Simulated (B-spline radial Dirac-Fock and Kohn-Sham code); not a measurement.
**The Er atom: differential elastic cross section for electrons at 100 keV**

The computed values come from a radial finite-basis atomic code: relativistic (Dirac) partial waves in the static field of the Dirac-Fock atom with Furness-McCarthy exchange, without polarisation or absorption potentials.

```
θ (°)  dσ/dΩ (Å²/sr)  Sherman function
    0            249             0.000
    1           36.8             0.000
    2           9.25             0.000
    3           3.18             0.000
    5          0.670             0.000
    7          0.220             0.001
   10         0.0657             0.002
   15         0.0160             0.004
   20        0.00591             0.007
   25        0.00271             0.010
   30        0.00143             0.010
   40       0.000538             0.002
   50       0.000259            -0.023
   60       0.000145            -0.062
   70       9.03e-05            -0.111
   80       6.04e-05            -0.164
   90       4.28e-05            -0.217
  100       3.18e-05            -0.263
  110       2.47e-05            -0.297
  120       2.00e-05            -0.314
  130       1.67e-05            -0.310
  140       1.45e-05            -0.284
  150       1.30e-05            -0.236
  160       1.20e-05            -0.169
  170       1.14e-05            -0.088
  180       1.12e-05             0.000
```

The total elastic cross section is 0.200 Å², the first transport cross section 0.00110 Å² and the second, weighted with (3/2) sin²θ, 0.00255 Å². The mean deflection is ⟨1 − cos θ⟩ = 0.00547, and 0.070 % of the collisions scatter beyond 90°.
